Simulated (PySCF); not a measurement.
CClF3. Atoms are numbered in the order given.

```xyz
5

F      1.0780    -0.6224     0.8134
C      0.0000     0.0000     0.3563
F     -1.0780    -0.6224     0.8134
F      0.0000     1.2448     0.8134
Cl     0.0000     0.0000    -1.4176
```
Charge 0, spin multiplicity 1.

The structure is a stationary point at B3LYP-D3(BJ)/def2-SVP.

Method: PBE/def2-TZVP (PySCF).

Isolated molecule, no solvent.

Computed frontier levels, gap, dipole moment and polarisability:
```yaml
highest_occupied_level: -8.44 eV
lowest_empty_level: -1.24 eV
orbital_gap: 7.20 eV
dipole_moment: 0.21 D
quadrupole, principal values (traceless, Buckingham form, about the centre of nuclear charge): -0.75, -0.75, 1.49 D·Å
mean_static_polarisability: 27.8 bohr³ (4.12 Å³)
polarisability_principal_values: 24.4, 24.4, 34.5 bohr³
```
